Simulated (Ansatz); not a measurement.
Isolated molecules relaxed with PBE0-D4/def2-TZVP in Ansatz; ΔE leaves out vibrations. CCSD(T)/CBS is the MP2 limit (def2-TZVPP, def2-QZVPP) plus CCSD(T) − MP2 in def2-TZVPP, frozen cores. Functionals use def2-TZVPP. B3LYP here is the variant with VWN-RPA as its local correlation; programs differ in this. Each species was taken in one conformer, which may not be the lowest.

Consider the ligand exchange at a B–N bond: `BN(B)CC=C` + `N=C(O)[SiH3]` → `B/N=C(/O)[SiH3]` + `BNCC=C`.

```tsv
level	ΔE (kJ/mol)	difference from CCSD(T)/CBS
revPBE-D4	-24.1	-16.0
BLYP-D4	-28.4	-20.3
PBE0-D4	-21.0	-12.9
B3LYP-D4	-22.6	-14.5
r2SCAN0-D4	-16.8	-8.7
ωB97X-V	-10.2	-2.1
ωB97M-V	-11.6	-3.5
revPBE	-36.6	-28.5
PBE0	-24.7	-16.6
r2SCAN0	-18.0	-9.9
RPA@PBE/def2-TZVPP	-3.0	5.1
HF/def2-SVP	-12.6	-4.5
HF/def2-TZVPP	-3.9	4.2
MP2/def2-TZVPP	-6.7	1.4
HF/def2-QZVPP	-3.2	4.9
SCS-MP2/def2-QZVPP	-6.5	1.6
CCSD(T)/CBS	-8.1	0
```

Largest T1 diagnostic among the species: 0.015.

The D4 term adds +7.2 kJ/mol with B3LYP and +3.7 kJ/mol with PBE0; it sums over pairs of atoms, weighted by their polarisabilities, and B3LYP, whose exchange is more repulsive, gets the larger term. From PBE to PBE0 (25 % exact exchange), in def2-TZVPP and without D4, ΔE moves by +10.0 kJ/mol. Leaving LDA and LC-ωPBE aside and taking each functional with its dispersion term where it has one, the values, not all of them listed here, spread over 20.0 kJ/mol, from PBE-D4 to ωB97X-V.
